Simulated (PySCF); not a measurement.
# Nd³²⁺: ionisation energy

Nd³²⁺ [Ar] 3d10 (1S) → Nd³³⁺ [Ar] 3d9 (2D), as a difference of total energies. Calculation: PySCF 2.14, in an even-tempered Gaussian basis (17 s from 5 bohr⁻², ratio 2.5; 11 p from 6.5 bohr⁻², ratio 2.5; 8 d from 6.5 bohr⁻², ratio 2.5; 4 f from 30 bohr⁻², ratio 2.7; 3 g from 45 bohr⁻², ratio 2.7); the non-relativistic Hamiltonian (point nucleus). Correlated levels: outer shells: [Ne] frozen; virtual orbitals above 40 to 60 times the deepest correlated orbital energy dropped. The calculations carry no spin-orbit coupling.

```tsv
method	ionisation energy (eV)
UHF	2146.9
LDA	2145.9
PBE	2145.1
PBE0	2146.1
r2SCAN	2146.4
BHandHLYP	2146.7
TPSSh	2144.8
MP2 (outer shells)	2148.5
SCS-MP2 (outer shells)	2148.2
```

A first-order spin-orbit estimate (lowest level to lowest level, LS coupling) adds -9.043 eV.

All relativistic terms are absent from these numbers, so their closeness to the reference says little about the methods.

For comparison: 2134 ± 4 eV (theoretical estimate listed by NIST; NIST Atomic Spectra Database, ionization energies).
